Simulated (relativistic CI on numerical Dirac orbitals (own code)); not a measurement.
Os⁵⁺: resonant inelastic scattering at the O2,3 edge

Computed with this model: Dirac-Coulomb-Breit CI, separate exchange-only KLI orbitals for each configuration, model QED, Kramers-Heisenberg scattering through one core-hole configuration in a parametric crystal field, unscaled Slater integrals; configurations [Xe] 4f14 5d3 → [Kr] 4d10 4f14 5s2 5p5 5d4; 300 K; core-hole width 1.5 eV; summed over polarisations. Incident energies are the highest absorption maxima for each field (at most a few, so the weaker spin-orbit partner edge can be absent), on the computed scale of the free ion. Intensities are in per cent of the strongest line above 0.02 eV; levels within 1 cm⁻¹ are merged; final levels count from the ground level, the first row holds all elastic scattering, lines under 0.4 are left out and each table stops after 24 rows. The scale of the Slater integrals is a model choice and moves the terms in proportion.

Field parameters in Wybourne normalisation: D3d B²₀ = −7Dσ, B⁴₀ = −14Dq − 21Dτ, B⁴₃ = −14√(10/7) Dq. The field is a parameter set, without covalency, and values of 10Dq over about 45,000 cm⁻¹ lie beyond real compounds.

S is read from ⟨S²⟩ = S(S + 1).

D3d, 10Dq = 49100, Dσ = -1200, Dτ = -90 cm⁻¹:

```
Final level (eV)  Degeneracy  Irrep     S  52.5 eV  67.9 eV  68.8 eV
           0.000           2     Γ4  1.47    664.4    343.1    387.5
           0.021           2  Γ5+Γ6  1.48    100.0     25.8     12.6
           1.968           2     Γ4  0.57      5.5     36.7     17.1
           2.178           2  Γ5+Γ6  0.54      4.3     27.6     15.7
           2.359           2     Γ4  0.52      3.7     10.9     12.4
           2.413           2  Γ5+Γ6  0.53      4.8     37.9     21.5
           2.499           2     Γ4  0.52      0.8     31.2     29.4
           3.894           2     Γ4  0.56      2.0     24.2     46.2
           4.026           2  Γ5+Γ6  0.58      0.9     16.9     35.0
           4.309           2     Γ4  0.57      1.4     20.8     36.1
           5.938           2     Γ4  1.48     17.0     54.8     58.5
           6.013           2     Γ4  1.46     10.8     74.8     92.0
           6.044           2  Γ5+Γ6  1.46      7.4     56.8     63.9
           6.133           2     Γ4  1.47      3.3     29.2     33.2
           6.323           2  Γ5+Γ6  1.45      8.7     34.4     46.2
           6.439           2     Γ4  1.46      3.5     48.2     48.4
           7.225           2     Γ4  1.35      8.2     20.7     29.0
           7.436           2     Γ4  1.40      5.7     23.7     25.6
           7.537           2  Γ5+Γ6  1.39      4.1     35.2     31.5
           7.612           2     Γ4  1.39      2.2     29.7     24.7
           7.716           2     Γ4  1.46      3.9     25.6     26.9
           7.743           2  Γ5+Γ6  1.46      4.3     27.1     31.4
```

D3d, 10Dq = 49100, Dσ = -860, Dτ = -90 cm⁻¹:

```csv
Final level (eV),Degeneracy,Irrep,S,52.5 eV,67.9 eV,68.8 eV
0.000,2,Γ4,1.47,765.9,395.8,443.2
0.015,2,Γ5+Γ6,1.47,105.8,27.4,13.7
2.026,2,Γ4,0.57,6.2,46.4,21.0
2.197,2,Γ5+Γ6,0.54,5.2,38.0,19.9
2.358,2,Γ4,0.52,4.3,12.4,14.0
2.392,2,Γ5+Γ6,0.53,5.1,34.4,20.9
2.500,2,Γ4,0.52,0.9,34.4,33.6
3.901,2,Γ4,0.56,2.3,28.3,53.4
4.013,2,Γ5+Γ6,0.58,1.0,20.7,41.7
4.231,2,Γ4,0.57,1.5,23.8,42.3
5.953,2,Γ4,1.48,20.0,65.0,67.6
6.040,2,Γ4,1.46,12.5,83.0,100.0
6.071,2,Γ5+Γ6,1.46,9.1,64.6,71.5
6.162,2,Γ4,1.47,3.8,35.5,41.5
6.286,2,Γ5+Γ6,1.45,8.9,42.0,57.0
6.401,2,Γ4,1.47,3.3,53.9,52.4
7.217,2,Γ4,1.35,9.5,22.6,30.6
7.436,2,Γ4,1.40,6.2,28.3,29.0
7.520,2,Γ5+Γ6,1.40,5.0,38.2,34.3
7.597,2,Γ4,1.40,2.2,32.6,27.0
7.693,2,Γ4,1.47,4.4,30.8,32.4
7.715,2,Γ5+Γ6,1.46,4.5,31.8,36.3
```

For the first field the strongest loss at the lowest incident energy is the level at 0.02 eV (S = 1.48, against 1.47 in the thermal ground state). Levels of other spin, the first over 8 % at 1.97 eV, appear because spin-orbit coupling of the core hole, and in heavier ions of the valence shell too, mixes spins.
